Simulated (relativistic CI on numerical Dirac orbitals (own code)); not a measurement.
**Zeeman pattern of N I 7442.29 Å at 0.05 T**

Problem. The line 2s2 2p2 3s 4P_3/2 – 2s2 2p2 3p 4S°_3/2 of N I lies at 7442.29 Å (air; NIST Handbook). Calculate its Zeeman pattern at B = 0.05 T, seen across the field, in LS coupling, and compare it with the Doppler width at an assumed gas temperature of 1000 K.

Working.
1. Landé factors g = 3/2 + [S(S + 1) − L(L + 1)]/[2J(J + 1)]: lower 1.7333, upper 2.0000.
2. The unit is μB B/hc = 0.46686 × 0.05 = 0.0233 cm⁻¹, or 12.9 mÅ at this wavelength. A component is shifted by g_u m_u − g_l m_l units. Seen across the field, the strengths for lower J and m are m² (π) and ¼(J − m)(J + m + 1) (σ).
3. π components (Δm = 0), symmetric about zero, as shift (strength, strongest of all = 100): ±0.133 (11), ±0.400 (100).
4. σ components with Δm = +1, mirrored for −1: 1.600 (33), 1.867 (44), 2.133 (33).
5. The centre of the σ group lies at ḡ = 1.867 units, 24.1 mÅ from the line centre.
6. The Doppler width is 7.16 × 10⁻⁷ λ √(T/M) = 45.0 mÅ (FWHM, M = 14), so the sum of Gaussians is one broadened peak; the two σ groups show as separate peaks only through a polariser.

Check. A relativistic CI calculation gives g = 1.7349 and 2.0014 for the two levels. The nearest fine-structure partner lies 34 cm⁻¹ away, 1446 Zeeman units, so the weak-field formulas hold; hyperfine structure, which matters at weak fields for isotopes with nuclear spin, is neglected.
